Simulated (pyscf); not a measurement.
H₂N–B(OH)–Cl (SMILES NB(O)Cl), singlet

Gas-phase minimum from PySCF at ωB97X-D3(BJ)/def2-SVP, one conformer. 

```
B
O 1 1.3630
H 2 0.9623 1 112.67
N 1 1.4005 2 121.12 3 -179.93
H 4 1.0098 1 122.95 2 -179.99
H 4 1.0118 5 115.45 1 179.92
Cl 1 1.7956 2 119.73 3 0.07
```

Properties at ωB97X-D3(BJ)/def2-SVP:

- Harmonic wavenumbers, unscaled = 323, 375, 400, 438, 553, 591, 637, 906, 1004, 1272, 1463, 1610, 3658, 3772, 3938 cm⁻¹
- Zero-point energy = 29.9 kcal/mol
- Rotational symmetry number = 1
- Entropy of this conformer at 298 K and 1 atm, rigid rotor and harmonic oscillator, modes under 100 cm⁻¹ raised to 100 = 293.4 J/(mol K)
- Dipole moment = 1.15 D

Single-point totals, which compare only within one level (frozen core for MP2 and CC):

| level | total energy (hartree) |
|---|---|
| ωB97X-D3(BJ)/def2-TZVP | -617.11487 |
| PBE/def2-TZVP | -616.68483 |
| r²SCAN/def2-TZVP | -616.94732 |
| B3LYP-D3(BJ)/def2-TZVP | -617.08964 |
| PBE0-D3(BJ)/def2-TZVP | -616.73493 |
| M06-2X/def2-TZVP | -616.98733 |
| ωB97M-D3(BJ)/def2-TZVP | -617.15482 |
| HF/def2-TZVPP | -615.47950 |
| MP2/def2-TZVPP | -616.21777 |
| CCSD/def2-TZVPP | -616.24502 |
| CCSD(T)/def2-TZVPP | -616.27501 |

The CCSD(T) − MP2 part came from Ansatz, without density fitting, on the same reference.
